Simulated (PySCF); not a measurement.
C7H14SSi2, SMILES C[Si](C)(C)c1ccc([SiH3])s1 (GFN2-xTB optimised geometry):

```
24

C     -3.223    -1.698     1.533
Si    -2.102    -1.848    -0.002
C     -1.108    -3.472     0.047
C     -3.155    -1.752    -1.590
C     -0.892    -0.402     0.000
C      0.473    -0.402     0.000
C      1.041     0.886     0.000
C      0.120     1.894     0.000
Si     0.390     3.746     0.002
S     -1.482     1.229     0.000
H     -2.649    -1.763     2.453
H     -3.746    -0.746     1.539
H     -3.970    -2.485     1.555
H     -0.463    -3.571    -0.820
H     -0.484    -3.531     0.933
H     -1.775    -4.328     0.059
H     -3.686    -0.806    -1.646
H     -2.540    -1.836    -2.481
H     -3.893    -2.548    -1.623
H      1.053    -1.308     0.000
H      2.102     1.070     0.000
H     -0.211     4.322     1.207
H      1.836     3.973    -0.013
H     -0.237     4.328    -1.186
```

Method: PBE0/def2-SVP (PySCF).

### Question
What are the frontier orbital energies and the dipole moment?

### Answer
HOMO-2 -8.56 eV, HOMO-1 -7.20 eV, HOMO -6.77 eV, LUMO -0.76 eV, LUMO+1 0.86 eV; dipole moment 1.12 D.

On the same geometry PySCF with PBE/def2-SVP gives HOMO-2 -7.22 eV, HOMO-1 -6.11 eV, HOMO -5.71 eV, LUMO -1.53 eV, LUMO+1 -0.06 eV; dipole moment 1.12 D.

Meta-Löwdin charges at PBE0/def2-SVP: C1 -0.55, Si2 0.88, C3 -0.55, C4 -0.55, C5 -0.34, C6 -0.13, C7 -0.12, C8 -0.34, Si9 0.48, S10 0.24, H11 0.12, H12 0.12, H13 0.11, H14 0.11, H15 0.12, H16 0.12, H17 0.12, H18 0.12, H19 0.11, H20 0.11, H21 0.11, H22 -0.09, H23 -0.09, H24 -0.09.
